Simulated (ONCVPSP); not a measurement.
Potentials for carbon (C) compared

Generated with ld1.x 7.5 (TM, RRKJ, ultrasoft, PAW), atompaw 4.2 or ONCVPSP 4.0.1. The cutoff is in Ry: for ld1.x and atompaw files where the sum of valence levels is converged to 10 mRy in a Bessel basis, for ONCV files where the hardest occupied wave has 1 mHa per electron of residual kinetic energy. The error is the largest all-electron minus pseudo excitation energy over each file’s own four to seven test configurations (ionisations up to +4, promotions, holes and added fractions of an electron), all of which were solved. The labels leave out finer settings (local radius, basis sizes, second energies), which also bear on the numbers. Spin-polarised tests are not counted. The rows are a selection from randomly drawn settings: files with unsolved tests, undetermined cutoffs or missed reference levels are left out.

```csv
potential,cutoff (Ry),largest error (meV),bound ghosts
"ONCV, PBE, scalar-relativistic, rc 1.25/2.00 (sp), local smoothed, core correction no, reference 2s2 2p1.5, qcut 3.3/4.8, projectors 2/1",127,+354,none
"ONCV, PBE, scalar-relativistic, rc 1.35/3.00/1.60 (spd), local smoothed, core correction yes, reference 2s2 2p2, qcut 6/5.7/4.3, projectors 2/1/3",28,+1641,none
"ONCV, LDA (Perdew-Wang 92), scalar-relativistic, rc 1.10/1.95 (sp), local s, core correction no, reference 2s2 2p1.75, qcut 4.9/8.5, projectors 0/3",115,+208,none
"ONCV, LDA (Perdew-Zunger), scalar-relativistic, rc 0.95/2.10 (sp), local s, core correction yes, reference 2s2 2p2, qcut 6.2/8.3, projectors 0/2",39,+577,none
"ONCV, PBE, scalar-relativistic, rc 1.35/2.25/1.95 (spd), local smoothed, core correction yes, reference 2s1 2p3, qcut 4.3/5.2/5.9, projectors 1/1/2",74,+873,none
```

(1) Fill in the row for C: ONCV, PBE, scalar-relativistic, rc 1.00/0.90 (sp), local smoothed, core correction yes, reference 2s2, qcut 8.4/7.5, projectors 1/1.

Answers

(1) cutoff 46 Ry, largest error +68 meV, bound ghosts: none.
